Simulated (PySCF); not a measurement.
C$_{5}$H$_{9}$O, doublet, at a GFN2-xTB geometry; PySCF with PBE0/3-21G.

The PySCF input:
```python
from pyscf import gto, scf, dft

mol = gto.M(
    atom='''
C     2.01685383    0.80289467   -0.48140274
C     1.33415159   -0.30002265    0.22624077
C     0.18048958   -0.09743068    1.11550787
C    -0.93942580   -0.33502409    0.09699403
C    -1.41905845    0.90917696   -0.60521402
O    -1.35994096   -1.44168771   -0.14671316
H     3.09936272    0.66919323   -0.42202659
H     1.77128539    0.81785147   -1.54982399
H     1.76309763    1.77067124   -0.05271276
H     1.58722937   -1.31094778   -0.04541413
H     0.13513096    0.90710448    1.53212895
H     0.12280901   -0.85337034    1.89873004
H    -2.05478452    0.63868661   -1.44469551
H    -0.58436427    1.51025346   -0.95343809
H    -1.99830289    1.50649421    0.09820203
''',
    basis='3-21g',
    spin=1,
    verbose=4,
)

mf = dft.UKS(mol)
mf.xc = 'pbe0'
mf.level_shift = 0.3
mf.max_cycle = 100
mf.kernel()
mf.analyze()
```

Task: Write the output that PySCF gives for this input, abridged.

Result: 
```
PySCF version 2.14.0

[INPUT] verbose = 4
[INPUT] num. atoms = 15
[INPUT] num. electrons = 47
[INPUT] charge = 0
[INPUT] spin (= nelec alpha-beta = 2S) = 1
[INPUT] symmetry False subgroup None
[INPUT] Mole.unit = angstrom
[INPUT] Symbol           X                Y                Z      unit          X                Y                Z       unit  Magmom
[...]
nuclear repulsion = 233.994993765046
number of shells = 48
number of NR pGTOs = 117
number of NR cGTOs = 72
basis = 3-21g
ecp = {}

******** <class 'pyscf.dft.uks.UKS'> ********
method = UKS
initial guess = minao
damping factor = 0
level_shift factor = 0.3
DIIS = <class 'pyscf.scf.diis.CDIIS'>
diis_start_cycle = 1
diis_space = 8
diis_damp = 0
SCF conv_tol = 1e-09
SCF conv_tol_grad = None
SCF max_cycles = 100
direct_scf = True
direct_scf_tol = 1e-13
number electrons alpha = 24  beta = 23
XC library pyscf.dft.libxc version 7.1.2
    S. Lehtola, C. Steigemann, M. J. T. Oliveira, and M. A. L. Marques,  SoftwareX 7, 1–5 (2018)
XC functionals = pbe0
    C. Adamo and V. Barone,  J. Chem. Phys. 110, 6158 (1999)
    M. Ernzerhof and G. E. Scuseria,  J. Chem. Phys. 110, 5029 (1999)
radial grids:
    Treutler-Ahlrichs [JCP 102, 346 (1995); DOI:10.1063/1.469408] (M4) radial grids

becke partition: Becke, JCP 88, 2547 (1988); DOI:10.1063/1.454033
pruning grids: <function nwchem_prune>
grids dens level: 3
symmetrized grids: False
atomic radii adjust function: <function treutler_atomic_radii_adjust>
small_rho_cutoff = 0
Set gradient conv threshold to 3.16228e-05
tot grids = 172944
init E= -269.778850300749

cycle= 1 E= -269.121444280931  delta_E= 0.657  |g|= 0.609  |ddm|= 2.57
cycle= 2 E= -269.105184093902  delta_E= 0.0163  |g|= 0.757  |ddm|= 1.53
cycle= 3 E= -269.275633649443  delta_E= -0.17  |g|= 0.248  |ddm|= 0.496
cycle= 4 E= -269.299973357024  delta_E= -0.0243  |g|= 0.0509  |ddm|= 0.292
cycle= 5 E= -269.301706328379  delta_E= -0.00173  |g|= 0.0143  |ddm|= 0.0813
cycle= 6 E= -269.302023460043  delta_E= -0.000317  |g|= 0.00626  |ddm|= 0.0298
cycle= 7 E= -269.302142694861  delta_E= -0.000119  |g|= 0.00443  |ddm|= 0.0188
cycle= 8 E= -269.302192781448  delta_E= -5.01e-05  |g|= 0.00278  |ddm|= 0.0123
cycle= 9 E= -269.302213935855  delta_E= -2.12e-05  |g|= 0.00156  |ddm|= 0.00835
cycle= 10 E= -269.302222547482  delta_E= -8.61e-06  |g|= 0.000956  |ddm|= 0.00544
cycle= 11 E= -269.302226380546  delta_E= -3.83e-06  |g|= 0.00061  |ddm|= 0.00386
[...]
converged SCF energy = -269.302229103267  <S^2> = 0.75782017  2S+1 = 2.0078049
Total Energy =                        -269.302229103267223
[...]
spin_pop of  5 O 3px      -0.00004
spin_pop of  5 O 3py       0.00005
spin_pop of  5 O 3pz       0.00023
spin_pop of  6 H 1s        0.03236
spin_pop of  6 H 2s        0.00007
spin_pop of  7 H 1s        0.04933
spin_pop of  7 H 2s        0.00009
spin_pop of  8 H 1s        0.00353
spin_pop of  8 H 2s       -0.00000
spin_pop of  9 H 1s       -0.02963
spin_pop of  9 H 2s        0.00028
spin_pop of  10 H 1s        0.01056
spin_pop of  10 H 2s        0.00003
spin_pop of  11 H 1s        0.02307
spin_pop of  11 H 2s        0.00010
spin_pop of  12 H 1s        0.00188
spin_pop of  12 H 2s        0.00005
spin_pop of  13 H 1s       -0.00009
spin_pop of  13 H 2s       -0.00002
spin_pop of  14 H 1s       -0.00079
spin_pop of  14 H 2s       -0.00000
 ** Mulliken Spin Density (per atom)  **
spin density of  0 C =     -0.05248
spin density of  1 C =      0.89362
spin density of  2 C =     -0.04374
spin density of  3 C =      0.02497
spin density of  4 C =      0.00265
spin density of  5 O =      0.08415
spin density of  6 H =      0.03243
spin density of  7 H =      0.04942
spin density of  8 H =      0.00353
spin density of  9 H =     -0.02935
spin density of  10 H =      0.01058
spin density of  11 H =      0.02317
spin density of  12 H =      0.00194
spin density of  13 H =     -0.00011
spin density of  14 H =     -0.00079
 ** Mulliken pop alpha/beta on meta-lowdin orthogonal AOs **
 ** Mulliken pop       alpha | beta **
In total            24.00000 | 23.00000
 ** Mulliken atomic charges   ( Nelec_alpha | Nelec_beta ) **
charge of  0C =     -0.31206  (     3.12979      3.18227 )
charge of  1C =     -0.10714  (     3.50038      2.60676 )
charge of  2C =     -0.22932  (     3.09279      3.13653 )
charge of  3C =      0.30870  (     2.85813      2.83316 )
charge of  4C =     -0.34958  (     3.17612      3.17346 )
charge of  5O =     -0.35114  (     4.21765      4.13349 )
charge of  6H =      0.11839  (     0.45702      0.42459 )
charge of  7H =      0.11133  (     0.46904      0.41962 )
charge of  8H =      0.10538  (     0.44907      0.44554 )
charge of  9H =      0.11151  (     0.42957      0.45892 )
charge of  10H =      0.10689  (     0.45185      0.44126 )
charge of  11H =      0.12354  (     0.44981      0.42664 )
charge of  12H =      0.12218  (     0.43988      0.43794 )
charge of  13H =      0.11834  (     0.44077      0.44089 )
charge of  14H =      0.12297  (     0.43812      0.43891 )
Dipole moment(X, Y, Z, Debye):  1.21522,  2.47400,  0.19036
```
